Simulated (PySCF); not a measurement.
**State search for YCl**

Unrestricted PBE0; PySCF, scalar-relativistic core potentials, basis sets Y def2-TZVPP with ECP28, Cl def2-TZVPP. Outer shells of the fragments: Y 4d1 5s2; Cl 3s2 3p5.

Followed along the bond (rough minima from three points):

```
2Ms+1  unpaired  ⟨S²⟩ at the start  R at minimum (Å)  Te (eV)
    1      none               0.00              2.38     0.00
    3  σ ↑, δ ↑               2.00              2.44     0.41
    3  σ ↑, π ↑               2.00              2.46     0.77
    1  σ ↓, δ ↑               1.00              2.45     0.85
    1  σ ↑, π ↓               1.00              2.46     1.09
    3      σ ↑↑               2.00              2.46     1.11
```

Solutions found at the starting distance of 2.435 Å, counted from the lowest of them; the search is not exhaustive and high or unbound solutions are not listed, so other states can lie among these:

| 2Ms+1 | unpaired | term | E (eV) | ⟨S²⟩ | ⟨Lz²⟩ | μ (D) |
| --- | --- | --- | --- | --- | --- | --- |
| 1 | none | ¹Σ⁺ | 0.00 | 0.00 | 0.00 | -2.71 |
| 3 | σ ↑, δ ↑ | ³Δ | 0.40 | 2.00 | 4.01 | -4.15 |
| 3 | σ ↑, π ↑ | ³Π | 0.76 | 2.00 | 1.01 | -2.57 |
| 1 | σ ↓, δ ↑ | mixed | 0.84 | 1.00 | 4.00 | -3.04 |
| 1 | σ ↑, π ↓ | mixed | 1.08 | 1.00 | 1.23 | -3.46 |
| 3 | σ ↑↑ | ³Σ⁺ | 1.10 | 2.00 | 0.00 | -0.57 |
| 3 | π ↑, δ ↑ | mixed | 1.95 | 2.00 | 4.75 | -3.67 |
| 3 | δ ↑↑ | ³Σ⁻ | 2.28 | 2.00 | 0.00 | -6.56 |
| 3 | π ↑, δ ↑ | mixed | 6.13 | 2.06 | 5.01 | 3.36 |
| 5 | σ ↑, π ↑↑, δ ↑ | mixed | 6.72 | 6.01 | 5.79 | 2.46 |

A term symbol is given only where ⟨S²⟩ and ⟨Lz²⟩ are close to those of a pure state; real π, δ and φ orbitals otherwise mix terms. A positive dipole means Y(−)Cl(+).

Spin–orbit coupling is left out.
